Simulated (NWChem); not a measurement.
System meant: AlHI₂; SMILES [AlH]([I])[I]

Here is an NWChem input.

```
start job
memory heap 200 mb stack 900 mb global 1100 mb
geometry units angstroms noautoz
  Al     0.000000     0.000000    -1.014935
  H      0.000000     0.000000    -2.588659
  I     -2.126232     0.000000     0.226084
  I      2.126232     0.000000     0.226084
end
basis spherical
  * library def2-svp
end
dft
  xc xpbe96 cpbe96
  iterations 150
  mulliken
end
task dft energy
```

End of the output:

```
             Grid Information
             ----------------
          Grid used for XC integration:  medium
          Radial quadrature: Mura-Knowles
          Angular quadrature: Lebedev.
          Tag              B.-S. Rad. Rad. Pts. Rad. Cut. Ang. Pts.
          ---              ---------- --------- --------- ---------
          Al                  1.25       88           9.0       590
          H                   0.35       45          10.0       434
          I                   1.40      123          12.0       590
          Grid pruning is: on
          Number of quadrature shells:   256
          Spatial weights used:  Erf1

          Convergence Information
          -----------------------
          Convergence aids based upon iterative change in
          total energy or number of iterations.
          Levelshifting, if invoked, occurs when the
          HOMO/LUMO gap drops below (HL_TOL):  1.00D-02
          DIIS, if invoked, will attempt to extrapolate
          using up to (NFOCK): 10 stored Fock matrices.

                    Damping( 0%)  Levelshifting(0.5)       DIIS
                  --------------- ------------------- ---------------
          dE  on:    start            ASAP                start
          dE off:    2 iters        150 iters           150 iters

      Screening Tolerance Information
      -------------------------------
          Density screening/tol_rho:  1.00D-10
          AO Gaussian exp screening on grid/accAOfunc:  14
          CD Gaussian exp screening on grid/accCDfunc:  20
          XC Gaussian exp screening on grid/accXCfunc:  20
          Schwarz screening/accCoul:  1.00D-08

      Superposition of Atomic Density Guess
      -------------------------------------

      charge =      53.0 I (Iodine)

      symmetry species            s     p     d     f
      number of basis functions =10     7     6
      number of cont. functions = 4     4     2
      number of closed shells   = 5     3     2
      number of open shells     = 0     1     0
      open shell occupation     = 0     5     0
 ------------------------------------------------------------------------
 atomscf:atomd: error in atom scf                   0
 ------------------------------------------------------------------------
 ------------------------------------------------------------------------
  current input line :
    17: task dft energy
 ------------------------------------------------------------------------
 ------------------------------------------------------------------------
 This error has not yet been assigned to a category
 ------------------------------------------------------------------------
 For more information see the NWChem manual at https://nwchemgit.github.io

0:atomscf:atomd: error in atom scf:Received an Error in Communication
```

Q: Find the fault in this run and fix the input.

A: The program stopped with an error. Cause: the def2 basis of a heavy element holds valence functions alone and wants its effective core potential (without it all electrons must fit into that basis). This input runs:
```
start job
memory heap 200 mb stack 900 mb global 1100 mb
geometry units angstroms noautoz
  Al     0.000000     0.000000    -1.014935
  H      0.000000     0.000000    -2.588659
  I     -2.126232     0.000000     0.226084
  I      2.126232     0.000000     0.226084
end
basis spherical
  Al library def2-svp
  H library def2-svp
  I library def2-svp
end
ecp
  I library def2-ecp
end
dft
  xc xpbe96 cpbe96
  iterations 150
  mulliken
end
task dft energy
```
It converges to -838.29724 Ha (PBE/def2-SVP with def2 effective core potentials on I).
